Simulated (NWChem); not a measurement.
System: ZnH$_{2}$O$_{2}$; SMILES [OH][Zn][OH]

Input file for NWChem:

```
start job
memory heap 200 mb stack 900 mb global 1100 mb
geometry units angstroms noautosym nocenter noautoz
  Zn     0.000002     0.000001     0.090657
  O     -1.755055     0.191316     0.012992
  H     -2.247466    -0.433437     0.554365
  O      1.755057    -0.191314     0.012992
  H      2.247462     0.433435     0.554363
end
basis spherical
  Zn library pcsseg-1
  O library pcsseg-1
  H library pcsseg-1
end
dft
  xc xpbe96 cpbe96
  iterations 150
end
property
  shielding 3 1 2 3
end
task dft property
```

Parts of the log:

```
             Northwest Computational Chemistry Package (NWChem) 7.3.0
             --------------------------------------------------------

                             Geometry "geometry" -> ""
                             -------------------------

 Output coordinates in angstroms (scale by  1.889725989 to convert to a.u.)

  No.       Tag          Charge          X              Y              Z
 ---- ---------------- ---------- -------------- -------------- --------------
    1 Zn                  30.0000     0.00000200     0.00000100     0.09065700
    2 O                    8.0000    -1.75505500     0.19131600     0.01299200
    3 H                    1.0000    -2.24746600    -0.43343700     0.55436500
    4 O                    8.0000     1.75505700    -0.19131400     0.01299200
    5 H                    1.0000     2.24746200     0.43343500     0.55436300

 Effective nuclear repulsion energy (a.u.)     177.9309315305

  pbe96 is a nonlocal functional; adding pw91lda local functional.
                              NWChem Property Module
                              ----------------------

  itol2e modified to match energy
  convergence criterion.

                                 NWChem DFT Module
                                 -----------------

 Summary of "ao basis" -> "ao basis" (spherical)
 ------------------------------------------------------------------------------
       Tag                 Description            Shells   Functions and Types
 ---------------- ------------------------------  ------  ---------------------
 Zn                         pcsseg-1                15       45   5s6p3d1f
 O                          pcsseg-1                 7       17   3s3p1d
 H                          pcsseg-1                 3        5   2s1p

  itol2e modified to match energy
  convergence criterion.

            General Information
            -------------------
          SCF calculation type: DFT
          Wavefunction type:  closed shell.
          No. of atoms     :     5
          No. of electrons :    48
           Alpha electrons :    24
            Beta electrons :    24
          Charge           :     0
          Spin multiplicity:     1
          Use of symmetry is: off; symmetry adaption is: off
          Maximum number of iterations: 150
          AO basis - number of functions:    89
                     number of shells:    35
          Convergence on energy requested:  1.00D-07
          Convergence on density requested:  1.00D-05
          Convergence on gradient requested:  5.00D-04

              XC Information
              --------------
          PerdewBurkeErnzerhof Exchange Functional  1.000
            Perdew 1991 LDA Correlation Functional  1.000 local
           PerdewBurkeErnz. Correlation Functional  1.000 non-local

             Grid Information
             ----------------
          Grid used for XC integration:  fine
          Radial quadrature: Mura-Knowles
          Angular quadrature: Lebedev.
          Tag              B.-S. Rad. Rad. Pts. Rad. Cut. Ang. Pts.
          ---              ---------- --------- --------- ---------
          Zn                  1.35      140           9.0       974
          O                   0.60       70          11.0       590
          H                   0.35       60          12.0       590
          Grid pruning is: on
          Number of quadrature shells:   400
          Spatial weights used:  Erf1

      Superposition of Atomic Density Guess
      -------------------------------------

 Sum of atomic energies:       -1928.08477174

      Non-variational initial energy
      ------------------------------

 Total energy =   -1928.499867
 1-e energy   =   -3045.289349
 2-e energy   =     938.858550
 HOMO         =      -0.470019
 LUMO         =      -0.091163

   convergence    iter        energy       DeltaE   RMS-Dens  Diis-err
 ---------------- ----- ----------------- --------- --------- ---------
 d= 0,ls=0.0,diis     1  -1930.2859032420 -2.11D+03  2.19D-02  2.71D+00
 d= 0,ls=0.0,diis     2  -1929.7986137191  4.87D-01  1.72D-02  6.32D+00
 d= 0,ls=0.0,diis     3  -1930.3910304075 -5.92D-01  4.23D-03  6.96D-01
 d= 0,ls=0.0,diis     4  -1930.4332523879 -4.22D-02  1.42D-03  4.02D-01
 d= 0,ls=0.0,diis     5  -1930.4470482038 -1.38D-02  3.37D-04  2.07D-03
  Resetting Diis
 d= 0,ls=0.0,diis     6  -1930.4472087638 -1.61D-04  6.28D-05  1.04D-04
 d= 0,ls=0.0,diis     7  -1930.4472166201 -7.86D-06  3.33D-05  9.41D-06
 d= 0,ls=0.0,diis     8  -1930.4472149172  1.70D-06  2.11D-05  4.29D-05
 d= 0,ls=0.0,diis     9  -1930.4472171775 -2.26D-06  2.75D-06  2.18D-07
 d= 0,ls=0.0,diis    10  -1930.4472171878 -1.03D-08  1.00D-06  5.44D-08

         Total DFT energy =    -1930.447217187775
      One electron energy =    -3045.861873423075
           Coulomb energy =     1026.163665764129
    Exchange-Corr. energy =      -88.679941059356
 Nuclear repulsion energy =      177.930931530528

 Numeric. integr. density =       48.000000122025

                       DFT Final Molecular Orbital Analysis
                       ------------------------------------

 Vector   22  Occ=2.000000D+00  E=-2.615466D-01
              MO Center= -4.5D-05,  4.7D-06,  9.7D-03, r^2= 3.9D+00
   Bfn.  Coefficient  Atom+Function         Bfn.  Coefficient  Atom+Function
  ----- ------------  ---------------      ----- ------------  ---------------
    55      0.238547  2 O  px                77      0.238541  4 O  px
    52      0.228850  2 O  px                74      0.228845  4 O  px
    56     -0.208676  2 O  py                78     -0.208673  4 O  py
    53     -0.201867  2 O  py                75     -0.201864  4 O  py
    49      0.123484  2 O  px                71      0.123481  4 O  px

 Vector   23  Occ=2.000000D+00  E=-2.321088D-01
              MO Center=  1.4D-04, -1.2D-05,  3.2D-02, r^2= 3.6D+00
   Bfn.  Coefficient  Atom+Function         Bfn.  Coefficient  Atom+Function
  ----- ------------  ---------------      ----- ------------  ---------------
    56      0.251219  2 O  py                78     -0.251233  4 O  py
    53      0.238386  2 O  py                75     -0.238400  4 O  py
    57      0.226333  2 O  pz                79      0.226361  4 O  pz
    54      0.208024  2 O  pz                76      0.208051  4 O  pz
    24      0.145054  1 Zn d -2              50      0.130404  2 O  py

 Vector   24  Occ=2.000000D+00  E=-2.274755D-01
              MO Center= -1.5D-04,  1.5D-05,  4.9D-03, r^2= 3.6D+00
   Bfn.  Coefficient  Atom+Function         Bfn.  Coefficient  Atom+Function
  ----- ------------  ---------------      ----- ------------  ---------------
    57      0.292241  2 O  pz                79     -0.292219  4 O  pz
    54      0.274928  2 O  pz                76     -0.274907  4 O  pz
    56      0.170508  2 O  py                78      0.170485  4 O  py
    27     -0.166727  1 Zn d  1              53      0.155439  2 O  py
    75      0.155417  4 O  py                51      0.150240  2 O  pz

 Vector   25  Occ=0.000000D+00  E=-5.912160D-02
              MO Center= -4.8D-06,  8.6D-07,  1.9D-01, r^2= 4.5D+00
   Bfn.  Coefficient  Atom+Function         Bfn.  Coefficient  Atom+Function
  ----- ------------  ---------------      ----- ------------  ---------------
     5      0.799525  1 Zn s                 48     -0.346957  2 O  s
    70     -0.346955  4 O  s                  3     -0.242760  1 Zn s
     4      0.222008  1 Zn s                 28      0.183332  1 Zn d  2
    55     -0.160537  2 O  px                77      0.160538  4 O  px
    52     -0.153415  2 O  px                74      0.153416  4 O  px

 Vector   26  Occ=0.000000D+00  E= 4.059400D-02
              MO Center= -4.8D-05, -8.2D-06,  6.3D-01, r^2= 7.8D+00
   Bfn.  Coefficient  Atom+Function         Bfn.  Coefficient  Atom+Function
  ----- ------------  ---------------      ----- ------------  ---------------
    64      0.908568  3 H  s                 86     -0.908548  5 H  s
    48     -0.450265  2 O  s                 70      0.450260  4 O  s
    22     -0.220335  1 Zn py                56      0.185865  2 O  py
    78      0.185859  4 O  py                55      0.169549  2 O  px
    77      0.169540  4 O  px                57     -0.131122  2 O  pz

 Vector   27  Occ=0.000000D+00  E= 7.514231D-02
              MO Center= -3.6D-05, -2.3D-05,  1.3D-01, r^2= 2.5D+00
   Bfn.  Coefficient  Atom+Function         Bfn.  Coefficient  Atom+Function
  ----- ------------  ---------------      ----- ------------  ---------------
    22      1.023878  1 Zn py                64      0.222601  3 H  s
    86     -0.222537  5 H  s                 16     -0.190225  1 Zn py
    48     -0.177034  2 O  s                 70      0.177016  4 O  s
    63      0.146928  3 H  s                 85     -0.146920  5 H  s
    19     -0.118721  1 Zn py                21      0.094812  1 Zn px

     Multipole analysis of the density
     ---------------------------------

     L   x y z        total         alpha         beta         nuclear
     -   - - -        -----         -----         ----         -------
     0   0 0 0     -0.000000    -24.000000    -24.000000     48.000000

     1   1 0 0     -0.000000     -0.000068     -0.000068      0.000136
     1   0 1 0     -0.000001     -0.000042     -0.000042      0.000083
     1   0 0 1      0.715928     -3.455796     -3.455796      7.627520

     2   2 0 0    -21.472272   -116.771273   -116.771273    212.070275
     2   1 1 0      4.424090      8.325766      8.325766    -12.227442
     2   1 0 1     -0.000002      0.000001      0.000001     -0.000004
     2   0 2 0    -17.643680    -10.538373    -10.538373      3.433066
     2   0 1 1     -0.000002     -0.000003     -0.000003      0.000003
     2   0 0 2    -17.313988    -10.199516    -10.199516      3.085044

          -----------------------------------------
          Chemical Shielding Tensors (GIAO, in ppm)
          -----------------------------------------

                                NWChem CPHF Module
                                ------------------

  scftype          =     RHF
  nclosed          =       24
  nopen            =        0
  variables        =     1560
  # of vectors     =        3
  tolerance        = 0.10D-03
  level shift      = 0.00D+00
  max iterations   =       50
  max subspace     =       30

 SCF residual:    8.2630143094424073E-005

Iterative solution of linear equations
  No. of variables     1560
  No. of equations        3
  Maximum subspace       30
        Iterations       50
       Convergence  1.0D-04

   iter   nsub   residual    time
   ----  ------  --------  ---------
     1      3    1.77D-05      16.3

      Atom:    1  Zn
        Diamagnetic
   2527.6324     -0.3753      0.0000
     -0.3753   2518.4647      0.0000
      0.0000      0.0000   2518.1815

        Paramagnetic
    -48.2422    -43.8332     -0.0003
    -43.8332  -1486.2602     -0.0001
     -0.0003     -0.0001  -1479.4923

        Total Shielding Tensor
   2479.3902    -44.2086     -0.0003
    -44.2086   1032.2045     -0.0001
     -0.0003     -0.0001   1038.6892

           isotropic =    1516.7613
          anisotropy =    1445.9671

          Principal Components and Axis System
                 1           2           3
             2480.7394   1038.6892   1030.8553

      1         0.9995     -0.0000      0.0305
      2        -0.0305     -0.0000      0.9995
      3        -0.0000      1.0000      0.0000

      Atom:    2  O
        Diamagnetic
    405.2252      3.6804     -4.9168
      3.6804    374.2889     -8.2944
     -4.9168     -8.2944    371.5647

        Paramagnetic
    -51.0690    -23.9210     22.7398
    -23.9210    -25.5372      8.4428
     22.7398      8.4428    -27.7361

        Total Shielding Tensor
    354.1562    -20.2406     17.8230
    -20.2406    348.7517      0.1484
     17.8230      0.1484    343.8286

           isotropic =     348.9122
          anisotropy =      43.0779

          Principal Components and Axis System
                 1           2           3
              377.6308    346.1924    322.9133

      1         0.7533      0.0911      0.6513
      2        -0.5259      0.6781      0.5134
      3         0.3949      0.7293     -0.5587

      Atom:    3  H
        Diamagnetic
     35.9269      7.9869     -7.3192
      7.9869     28.8611     -7.3263
     -7.3192     -7.3263     26.8670

        Paramagnetic
      0.6141     -0.3271      0.3025
     -0.3271      0.3825      0.8460
      0.3025      0.8460      0.6217

        Total Shielding Tensor
     36.5409      7.6598     -7.0166
      7.6598     29.2436     -6.4804
     -7.0166     -6.4804     27.4887

           isotropic =      31.0911
          anisotropy =      22.5759

          Principal Components and Axis System
                 1           2           3
               46.1417     25.3141     21.8175

      1         0.7344     -0.6777      0.0376
      2         0.5063      0.5838      0.6347
      3        -0.4521     -0.4471      0.7718
```

Level: PBE/pcSseg-1, GIAO. Structure relaxed at the PBE0/def2-SVP level. The printed shielding anisotropy is the first printed principal value minus the mean of the other two.
